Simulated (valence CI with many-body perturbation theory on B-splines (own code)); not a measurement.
**Forbidden lines of Ge XXVII**

Method: relativistic CI+MBPT: four valence electrons over a frozen Dirac-Fock core [He], a basis of 11 s, 11 p, 9 d, 7 f, 5 g, 2 h, 1 i functions for each j, with the one-electron correlation potential Σ1 (screened to all orders), the two-electron term Σ2, the three-electron term Σ3, Breit, model QED; selected single and double excitations, second order for the rest (own B-spline code, finite nucleus).

No measured spectrum was set against this ion. As an estimate, large intervals hold to a few tenths of a per cent, small ones and those within an open d or f shell to about a per cent. Among the levels kept, up to 270 cm⁻¹ of a level comes from second order outside the variational space, and about a tenth of that is noise between levels of different J, which matters for small intervals.

Lines 1 to 35 of 35 in falling wavelength, among levels below 14071 × 10³ cm⁻¹, chosen from the decays that carry over 1 % of a level's rate. Wavelengths and rates use the calculated energies. Electric multipoles are in the length gauge, E1 and E2 with the static RPA response of the core. S is in atomic units (e²a₀⁴ for E2 and M2, e²a₀⁶ for E3), for M1 in squared Bohr magnetons. Weak lines are less certain than strong ones. Lines between different terms over intervals too small for the method are left out, as are lines whose strength nearly cancels. The highest levels of a list are the least certain.

Levels are named by their leading jj configuration (3d3/2^4 stands for four electrons in 3d with j = 3/2), which in mixed levels can hold well under half, so a name can repeat and another be missing. Letters in brackets count levels of one name in rising energy.

```csv
λ vac (nm),Upper,Lower,Type,A (s⁻¹),S (a.u.)
146.9,(2s^2 2p1/2 2p3/2) J=2,(2s^2 2p1/2 2p3/2) J=1,M1,2.43e+03,1.43e+00
45.49,(2s^2 2p1/2 2p3/2) J=1,(2s^2 2p1/2^2) J=0,M1,1.58e+05,1.66e+00
36.43,(2s^2 2p3/2^2) J=2,(2s^2 2p1/2 2p3/2) J=2,M1,2.05e+05,1.84e+00
34.74,(2s^2 2p1/2 2p3/2) J=2,(2s^2 2p1/2^2) J=0,E2,3.09e+01,6.98e-04
29.19,(2s^2 2p3/2^2) J=2,(2s^2 2p1/2 2p3/2) J=1,M1,2.33e+05,1.08e+00
19.65,(2s^2 2p3/2^2) J=0,(2s^2 2p1/2 2p3/2) J=1,M1,1.20e+06,3.38e-01
0.8674,(2s^2 2p3/2 3d5/2) J=4,(2s 2p3/2^3) J=2,E2,4.20e+07,1.66e-05
0.8489,(2s^2 2p3/2 3d5/2) J=4,(2s 2p1/2 2p3/2^2) J=2 [b],E2,1.34e+08,4.76e-05
0.8332,(2s^2 2p3/2 3d5/2) J=4,(2s 2p1/2 2p3/2^2) J=3,E2,5.51e+07,1.78e-05
0.8276,(2s^2 2p3/2 3d5/2) J=4,(2s 2p1/2 2p3/2^2) J=2 [a],E2,3.93e+07,1.23e-05
0.8197,(2s 2p3/2^2 3p3/2) J=4,(2s 2p3/2^3) J=2,E2,7.59e+08,2.26e-04
0.8147,(2s 2p1/2 2p3/2 3p3/2) J=3 [a],(2s 2p1/2 2p3/2^2) J=2 [a],E2,8.40e+08,1.88e-04
0.8135,(2s 2p1/2 2p3/2 3p3/2) J=4,(2s 2p1/2 2p3/2^2) J=3,E2,1.12e+09,3.20e-04
0.8094,(2s^2 2p1/2 3p1/2) J=1,(2s^2 2p1/2 2p3/2) J=2,E2,6.88e+09,6.40e-04
0.8059,(2s^2 2p3/2 3p1/2) J=1,(2s^2 2p3/2^2) J=2,E2,9.97e+09,9.08e-04
0.8050,(2s^2 2p1/2 3p1/2) J=1,(2s^2 2p1/2 2p3/2) J=1,E2,6.49e+09,5.88e-04
0.8042,(2s^2 2p3/2 3p1/2) J=2,(2s^2 2p3/2^2) J=2,E2,7.78e+09,1.17e-03
0.8031,(2s 2p3/2^2 3p3/2) J=4,(2s 2p1/2 2p3/2^2) J=2 [b],E2,9.18e+08,2.47e-04
0.8028,(2s^2 2p3/2 3d5/2) J=4,(2s 2p1/2^2 2p3/2) J=2,E2,3.18e+07,8.52e-06
0.8028,(2s^2 2p3/2 3p3/2) J=3,(2s^2 2p3/2^2) J=2,E2,3.46e+09,7.22e-04
0.8025,(2s^2 2p1/2 3p1/2) J=0,(2s^2 2p1/2 2p3/2) J=2,E2,1.04e+10,3.11e-04
0.8013,(2s^2 2p1/2 3p3/2) J=2,(2s^2 2p1/2 2p3/2) J=2,E2,4.49e+09,6.63e-04
0.7972,(2s 2p1/2 2p3/2 3d5/2) J=5,(2s 2p1/2 2p3/2^2) J=3,M2,6.98e+07,2.21e-05
0.7969,(2s^2 2p1/2 3p3/2) J=2,(2s^2 2p1/2 2p3/2) J=1,E2,2.14e+09,3.07e-04
0.7908,(2s^2 2p3/2 3p3/2) J=0,(2s^2 2p3/2^2) J=2,E2,1.67e+10,4.62e-04
0.7907,(2s 2p1/2 2p3/2 3p3/2) J=3 [a],(2s 2p1/2^2 2p3/2) J=2,E2,6.85e+09,1.32e-03
0.7891,(2s 2p3/2^2 3p3/2) J=4,(2s 2p1/2 2p3/2^2) J=3,E2,6.19e+09,1.52e-03
0.7856,(2s 2p1/2 2p3/2 3p3/2) J=0 [b],(2s 2p1/2 2p3/2^2) J=2 [a],E2,5.92e+09,1.58e-04
0.7855,(2s^2 2p3/2 3p3/2) J=3,(2s^2 2p1/2 2p3/2) J=2,E2,4.72e+09,8.83e-04
0.7853,(2s^2 2p3/2 3d5/2) J=4,(2s^2 2p3/2^2) J=2,M2,6.98e+07,1.68e-05
0.7845,(2s 2p1/2 2p3/2 3p3/2) J=4,(2s 2p1/2^2 2p3/2) J=2,E2,8.60e+09,2.05e-03
0.7840,(2s 2p3/2^2 3p3/2) J=4,(2s 2p1/2 2p3/2^2) J=2 [a],E2,4.79e+09,1.14e-03
0.7832,(2s^2 2p1/2 3p3/2) J=2,(2s^2 2p1/2^2) J=0,E2,5.64e+09,7.43e-04
0.7813,(2s^2 2p3/2 3p3/2) J=3,(2s^2 2p1/2 2p3/2) J=1,E2,4.22e+09,7.68e-04
0.7380,(2s 2p1/2 2p3/2 3d3/2) J=4,(2s^2 2p1/2 2p3/2) J=2,E2,3.37e+09,5.93e-04
```
